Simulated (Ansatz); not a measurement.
Program: Ansatz 0.2.0.

A structure relaxed at PBE0-D4/def2-TZVP, charge 0, multiplicity 1:

```xyz
6

O     0.643    1.334   -1.063
Y    -0.230    0.182    0.325
O    -0.038   -1.810    0.212
Cl   -1.543    1.215    2.174
H     1.079    1.828   -1.751
H     0.089   -2.748    0.104
```

Problem. Give its formula and SMILES.

Solution. ClH2O2Y, `[OH][Y]([OH])[Cl]`.

Problem. Point group (tolerance 0.08 Å, 0.16 Å for H)?

Solution. C2v.

Problem. Summarise the bond lengths by kind.

Solution. 2 × O–Y 2.004 Å; 2 × H–O 0.953 Å; 1 × Cl–Y 2.493 Å.
